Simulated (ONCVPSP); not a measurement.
# H: ONCV pseudisation with PBE, scalar-relativistic reference atom.

```
Element                 : H
Generator               : ONCVPSP 4.0.1
Type                    : optimised norm-conserving Vanderbilt (ONCV)
Functional              : PBE
Relativity              : scalar-relativistic
Frozen core             : none
Valence charge          : 1
Reference configuration : 1s1
Partial waves           : 1s: rc 1.30 bohr, ncon 4, nbas 8, qcut 5.3 1/bohr, 1 projector
Local potential         : polynomial inside 1.05 bohr (lpopt 5, dvloc0 4 Ha)
Core correction         : none
```

All-electron outer shells of the reference configuration (PBE, scalar-relativistic, ld1.x):

```
shell  level (eV)  outermost node (bohr)  outermost maximum (bohr)
   1s       -6.49                      –                      1.03
```

Does the generator finish with these settings?

Yes, a potential is produced and its reference levels are reproduced.

Estimate the cutoffs (Ha) at which the residual kinetic energy of the hardest occupied pseudo-wave falls to 1 and 0.1 mHa per electron.

12 Ha and 31 Ha.

What does a ghost test show?

No bound ghost flagged; no localised positive-energy state flagged.
